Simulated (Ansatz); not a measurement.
The cluster Na₈P⁻. The state is a singlet with charge -1. Geometry PBE0-D4/def2-SVPD.

```
atom   x (Å)   y (Å)   z (Å)
  P1   0.424   0.978  -0.283
 Na2  -0.845   1.246   4.687
 Na3   2.420   0.696  -2.011
 Na4  -2.072   0.867   0.770
 Na5  -0.584  -0.807  -2.072
 Na6   0.479  -1.158   1.365
 Na7   0.906   2.367   1.924
 Na8   2.372  -1.516  -4.720
 Na9  -3.100  -2.673   0.340
```

LC-ωPBE has ω = 0.4 bohr⁻¹. The restricted singlet is unstable towards broken spin symmetry in Hartree–Fock (as tested in another run); at PBE-D4/def2-TZVPD, r2SCAN-D4/def2-TZVPD, B97M-V/def2-TZVPD, PBE0-D4/def2-TZVPD and others this wasn't settled. Another isomer (singlet) lies 0.20 eV lower at PBE0-D4/def2-TZVPD; other spin states weren't run for this one.

Task: Estimate the orbital energies around the gap (eV) in Ansatz with PBE-D4/def2-TZVPD, r2SCAN-D4/def2-TZVPD, B97M-V/def2-TZVPD, PBE0-D4/def2-TZVPD, LC-ωPBE/def2-TZVPD.

Result: 
```tsv
orbital	PBE-D4/def2-TZVPD	r2SCAN-D4/def2-TZVPD	B97M-V/def2-TZVPD	PBE0-D4/def2-TZVPD	LC-ωPBE/def2-TZVPD
HOMO−9	-25.07	-26.15	-26.63	-28.44	-30.69
HOMO−8	-25.05	-26.13	-26.63	-28.44	-30.68
HOMO−7	-25.01	-26.08	-26.57	-28.38	-30.61
HOMO−6	-8.45	-8.83	-9.10	-10.04	-13.10
HOMO−5	-1.74	-1.79	-1.78	-2.49	-4.60
HOMO−4	-1.56	-1.61	-1.60	-2.27	-4.31
HOMO−3	-1.18	-1.24	-1.21	-1.82	-3.74
HOMO−2	-0.74	-0.76	-0.77	-1.24	-2.73
HOMO−1	-0.33	-0.35	-0.35	-0.76	-2.13
HOMO	-0.25	-0.27	-0.28	-0.66	-1.97
LUMO	0.55	0.64	0.52	0.94	1.90
LUMO+1	0.62	0.71	0.53	1.00	1.92
LUMO+2	0.66	0.80	0.59	1.04	1.94
LUMO+3	0.88	1.00	0.80	1.24	1.99
LUMO+4	1.04	1.15	0.95	1.39	2.09
LUMO+5	1.08	1.19	0.98	1.42	2.17
```
